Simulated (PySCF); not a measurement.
L and K shells in Si(vinyl)4

Compound: Si(vinyl)4, C8H12Si.
Z-matrix (Å and degrees, PBE0-D3(BJ)/def2-SVP geometry), rows numbered from 1:
```
Si
C   1  1.8801
C   2  1.3386  1  124.63
H   2  1.0984  1  117.47  3  -177.05
H   3  1.0963  2  121.94  1     2.94
H   3  1.0962  2  122.14  1  -177.07
C   1  1.8777  2  110.52  3   -41.68
C   7  1.3381  1  125.70  2   -18.44
H   7  1.0993  1  116.50  2   163.28
H   8  1.0958  7  121.74  1     1.79
H   8  1.0962  7  122.03  1  -178.12
C   1  1.8795  2  109.47  3  -161.86
C  12  1.3384  1  124.60  2   -80.47
H  12  1.0985  1  117.58  2    96.78
H  13  1.0962 12  121.81  1    -2.73
H  13  1.0962 12  122.14  1   177.24
C   1  1.8787  2  108.81  3    77.26
C  17  1.3380  1  125.79  2   141.43
H  17  1.0992  1  116.34  2   -40.82
H  18  1.0958 17  121.68  1    -2.33
H  18  1.0962 17  122.09  1   177.65
```

Computed with PySCF 2.14.0, delta-SCF UKS SCAN, pcX-2 on the ionised atom, pcseg-1 elsewhere, spin-free X2C. Binding energies are ΔSCF values: E(core-ionised, relaxed orbitals) − E(ground state) at a fixed geometry, referred to the vacuum level. Spin–orbit and ligand-field terms were added within each 2p shell after the spin-free SCF. The splitting includes the ligand field, and 2p3/2 is the mean of two sublevels.

```csv
atom,mean of the 2p shell (eV),splitting (eV)
Si1,106.083,0.624
```

Question: Where do the two lines of each doublet lie?

Answer: 2p3/2 = mean − splitting/3 and 2p1/2 = mean + 2 × splitting/3:

| atom | environment | 2p3/2 (eV) | 2p1/2 (eV) |
| --- | --- | --- | --- |
| Si1 | silicon bonded to 4 C | 105.88 | 106.50 |

Question: What are the 1s binding energies of the same atoms?

Answer: Si1 1845.73 eV.

Question: Which Kα1 and Kα2 emission energies and wavelengths follow?

Answer: The photon carries the difference of the 1s-hole and 2p-hole states, both at the ground state's geometry; λ = 12398.42 eV Å/E.

```json
{"atom": "Si1", "Kα1 (eV)": "1739.85", "Kα2 (eV)": "1739.23", "λ(Kα1) (Å)": "7.1261", "λ(Kα2) (Å)": "7.1287"}
```

Question: And the 1s levels of the other atoms?

Answer: C2/C7/C12/C17 (carbon bonded to C, Si and H) 289.74 eV; C3/C8/C13/C18 (carbon bonded to C and 2 H) 290.16 eV.

One atom of each set of topologically equivalent atoms was ionised and stands for the set; in this conformer not all members are related by symmetry, and their own values weren't computed. Geometry: PBE0-D3(BJ)/def2-SVP, one conformer, isolated molecule.
